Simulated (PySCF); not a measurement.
**Finite-field polarisability of Ne (neon, neutral)**

[Ne], closed-shell 1S. All numbers are calculated (PySCF 2.14, the non-relativistic Hamiltonian (point nucleus), in aug-cc-pVDZ (4s3p2d, 23 functions)). Frozen: 1s2. Energy changes in a uniform field (μhartree):

| axis | F (au) | HF | MP2 | CCSD | CCSD(T) |
| --- | --- | --- | --- | --- | --- |
| x | 0.01 | -91.604 | -99.437 | -98.487 | -99.018 |
| x | 0.02 | -366.519 | -397.889 | -394.085 | -396.212 |

**Question.** Derive α along x at CCSD(T) from the two fields.

**Answer.** With ΔE = −αF²/2 − γF⁴/24, α = −(16 ΔE(F) − ΔE(2F))/(6F²) = 1.980 bohr³.

**Question.** And the mean polarisability at each level?

**Answer.** HF 1.832, MP2 1.989, CCSD 1.970, CCSD(T) 1.980 bohr³. Reference: 2.661 bohr³ (recommended; Schwerdtfeger and Nagle, table of static dipole polarizabilities (2023 update)).

CCSD(T) lies more than 5 % below the reference, which points to too few diffuse and polarisation functions.

A double-zeta set is small for polarisabilities.
